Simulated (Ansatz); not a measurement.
A structure relaxed at PBE-D4/def2-SVP in Ansatz, charge 1, doublet:

```xyz
4

Cu    1.357   -0.659    0.339
Cu   -0.688   -0.801   -1.130
Sn   -0.982   -0.098    1.376
Sn    0.312    1.558   -0.585
```

(1) Give its formula and point group.

(2) Summarise the bond lengths by kind (pairs closer than 1.2 times the sum of covalent radii, bridged metal pairs left out).

Answers

(1) Cu₂Sn₂⁺ (the lowest doublet isomer of a short search). Point group C2v (tolerance 0.1 Å).

(2) 4 × Cu–Sn 2.62 Å; 1 × Cu–Cu 2.52 Å; 1 × Sn–Sn 2.87 Å.

In the def2 sets Sn takes a core potential; there is no spin–orbit coupling. The structure comes from a short search, and lower isomers may exist.
